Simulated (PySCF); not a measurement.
Working out the ionisation energy of Pt²⁺

Pt²⁺ [Xe] 4f14 5d8 (3F) → Pt³⁺ [Xe] 4f14 5d7 (4F). Calculation: PySCF 2.14, in cc-pVTZ-PP with ECP60MDF (5s5p4d2f1g, 63 functions); scalar relativity through the core potential. Frozen: 5s2 5p6. Energies in hartree (1 hartree = 27.21139 eV):

```
             part  Pt²⁺ (lower)  Pt³⁺ (upper)
              UHF   -117.617471   -116.548120
MP2 opposite-spin     -0.129954     -0.084975
    MP2 same-spin     -0.071298     -0.059413
```

Q: What does Hartree-Fock give?

A: (-116.548120) − (-117.617471) = 1.069351 hartree = 29.099 eV.

Q: What do MP2 and SCS-MP2 (6/5 opposite-spin, 1/3 same-spin) give?

A: The opposite-spin parts differ by 1.224 eV and the same-spin parts by 0.323 eV. MP2: 29.099 + (1.224) + (0.323) = 30.646 eV. SCS-MP2: 29.099 + 1.2 × (1.224) + (0.323)/3 = 30.675 eV.

Reference: 29 ± 1.6 eV (theoretical estimate listed by NIST; NIST Atomic Spectra Database, ionization energies), between the lowest levels; spin-orbit coupling is absent from the calculation.

What remains against the reference includes basis incompleteness, the frozen core and correlation beyond second order.
